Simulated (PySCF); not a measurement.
C₆ coefficients of unlike pairs at PBE

Calculated with PySCF 2.14 from the dipole response of each species, C₆(A,B) = (3/π) ∫ α_A(iu) α_B(iu) du, in atomic units, from isotropic polarisabilities. For ions this is the dispersion term alone; charge-induced terms of lower order in 1/R come first.

```json
{"species": "Os³⁺", "configuration": "[Xe] 4f14 5d5 (6S)", "basis": "aug-cc-pVQZ-PP with ECP60MDF (7s7p6d4f3g2h)", "relativity": "core potential", "α (bohr³)": "7.144", "C₆ (like pair)": "38.72"}
{"species": "Tc²⁺", "configuration": "[Kr] 4d5 (6S)", "basis": "aug-cc-pVTZ-PP with ECP28MDF (6s6p5d3f2g)", "relativity": "core potential", "α (bohr³)": "9.359", "C₆ (like pair)": "50.31"}
{"species": "Ne³⁺", "configuration": "[He] 2s2 2p3 (4S)", "basis": "aug-cc-pVTZ-DK (5s4p3d2f)", "relativity": "spin-free X2C", "α (bohr³)": "0.6878", "C₆ (like pair)": "0.6115"}
{"species": "S³⁺", "configuration": "[Ne] 3s2 3p1 (2P)", "basis": "def2-QZVPPD (10s7p5d2f1g)", "relativity": "none", "α (bohr³)": "5.340", "C₆ (like pair)": "14.17"}
```

(1) Estimate C₆ for Tc²⁺ with Os³⁺.

No spin-orbit coupling is included.

The other pairs:

```tsv
pair	C₆
Ne³⁺, Tc²⁺	5.208
S³⁺, Tc²⁺	26.43
S³⁺, Ne³⁺	2.615
Ne³⁺, Os³⁺	4.702
S³⁺, Os³⁺	22.76
```

Results:

(1) The integral gives 43.90. The combination rule 2 C_A C_B / (C_A α_B/α_A + C_B α_A/α_B) gives 43.71 and the geometric mean 44.14.
